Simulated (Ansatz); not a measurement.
`S=C[SiH2]S` → `S=CS` + `[SiH2]` at 600 K and 1 bar (silylene formation by 1,1-elimination).

Calculated with Ansatz (gas phase, PBE0-D4/def2-TZVP geometries, no zero-point term in ΔE). CBS: MP2 limit from def2 TZ/QZ plus the TZ coupled-cluster correction, frozen cores. This one scheme is used for every species. Each species was taken in one conformer, which may not be the lowest.

| species | CCSD(T)/CBS energy (Eh) | H − E (kJ/mol) | S (J/(mol·K)) |
| --- | --- | --- | --- |
| `S=C[SiH2]S` | -1125.08237 | 167.2 | 421.2 |
| `S=CS` | -834.77767 | 101.3 | 320.4 |
| `[SiH2]` | -290.19011 | 52.1 | 233.9 |

H − E and S are ideal-gas, rigid-rotor, harmonic terms from PBE0-D4/def2-TZVP, for one conformer and one mirror image of each species. 1 Eh = 2625.50 kJ/mol, R = 8.31446 J/(mol·K).

Question: By hand: ΔE, ΔH, ΔS and ΔG.

Answer: ΔE = (-834.77767) + (-290.19011) − (-1125.08237) = 0.11459 Eh = 300.9 kJ/mol. Δ(H − E) = 101.3 + 52.1 − 167.2 = -13.8, so ΔH = 287.1 kJ/mol. ΔS = 320.4 + 233.9 − 421.2 = 133.1 J/(mol·K). ΔG = 287.1 − 600 × (133.1)/1000 = 207.2 kJ/mol.

Question: By hand: the equilibrium constant, and the temperature at which ΔG would vanish if ΔH and ΔS stayed fixed.

Answer: log₁₀ K = −ΔG/(RT ln 10) = -18.0. ΔG = 0 at ΔH/ΔS = 2157 K.

The number of gas molecules changes by +1, which sets the sign of ΔS. A doubt of 5 kJ/mol in ΔE shifts log₁₀ K by 0.4 here. Other conformers and mirror images would add mixing entropy, several J/(mol·K) or more a flexible species. Modes under 60 cm⁻¹, often nearly free rotors, make the harmonic entropy too high. These are equilibria of isolated gas molecules and say nothing of rates. Largest T1 diagnostic: 0.018 (customary marks: 0.02 for closed shells, 0.045 for open ones).
